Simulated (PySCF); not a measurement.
C4H13NSi. Atoms are numbered in the order given.

```xyz
19

C     -1.7075    -1.2893     0.6321
C     -0.9900     0.0157     0.2670
C     -1.7229     0.7673    -0.8535
N      0.4339    -0.2027    -0.0245
C      0.7563    -1.0266    -1.1769
Si     1.6301     0.8707     0.6395
H     -2.7293    -1.0809     0.9862
H     -1.1620    -1.8182     1.4281
H     -1.7937    -1.9650    -0.2337
H     -1.0188     0.6575     1.1650
H     -1.7744     0.1647    -1.7747
H     -2.7568     1.0036    -0.5559
H     -1.2096     1.7116    -1.0935
H      1.8412    -1.2117    -1.2125
H      0.4708    -0.5708    -2.1459
H      0.2656    -2.0133    -1.1197
H      1.8130     2.1714    -0.0909
H      2.9477     0.1706     0.6173
H      1.2318     1.2070     2.0372
```
Charge 0, spin multiplicity 1.

Geometry optimised at B3LYP-D3(BJ)/def2-SVP. The values are those of a single conformer.

These are PBE/pcSseg-1 run with PySCF values and carry that method's errors.

GIAO shieldings, no solvent; atoms listed in one row are averaged. δ = σ(ref) − σ: ¹³C against TMS (σ = 182.0 ppm); ¹⁵N against NH3 (σ = 267.0 ppm); ²⁹Si against TMS (σ = 335.4 ppm); ¹H against TMS (σ = 31.49 ppm), references at their B3LYP-D3(BJ)/def2-TZVP geometries, non-relativistic.

```tsv
nucleus	atoms	count	δ (ppm)
¹³C	C2	1	57.7
¹³C	C5	1	31.6
¹³C	C1	1	23.8
¹³C	C3	1	22.2
¹⁵N	N4	1	39.4
²⁹Si	Si6	1	-46.7
¹H	H17, H18, H19	3	5.13
¹H	H10	1	3.53
¹H	H14, H15, H16	3	2.79
¹H	H7, H8, H9, H11, H12, H13	6	1.43
```
